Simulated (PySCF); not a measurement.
# Cost of excited-state runs on `C1C(=O)C=C[C@]1(F)CCl`, C$_{6}$H$_{6}$ClFO

Geometry:
| atom | x (Å) | y (Å) | z (Å) |
| --- | --- | --- | --- |
| O1 | 2.537 | -0.122 | 1.449 |
| C2 | 1.644 | -0.032 | 0.651 |
| C3 | 1.408 | 1.065 | -0.312 |
| C4 | 0.267 | 0.885 | -0.967 |
| C5 | -0.465 | -0.348 | -0.503 |
| F6 | -0.772 | -1.161 | -1.590 |
| C7 | -1.808 | -0.006 | 0.151 |
| Cl8 | -1.554 | 1.052 | 1.555 |
| C9 | 0.524 | -1.042 | 0.436 |
| H10 | 2.098 | 1.881 | -0.427 |
| H11 | -0.155 | 1.512 | -1.733 |
| H12 | -2.300 | -0.918 | 0.492 |
| H13 | -2.448 | 0.517 | -0.559 |
| H14 | 0.934 | -1.930 | -0.050 |
| H15 | 0.085 | -1.346 | 1.385 |

PySCF with density fitting, on 1 thread of an Arm Neoverse V2, shared host. Command: `OMP_NUM_THREADS=1 python excited_run.py task.json out`

**Question.** How long does each of these runs take, and how much memory?
- magnetisability and related constants, CAM-B3LYP/pcSseg-1; usual settings
- magnetisability and related constants, KT3/pcSseg-1; SCF tolerance 1e-06 Eh; guess vsap

**Answer.** 
```
                                  run               level  basis functions  wall time  peak memory (GiB)
magnetisability and related constants  CAM-B3LYP/pcSseg-1              190       48 s               0.96
magnetisability and related constants        KT3/pcSseg-1              190       47 s               0.84
```
Times from a shared host are rough.
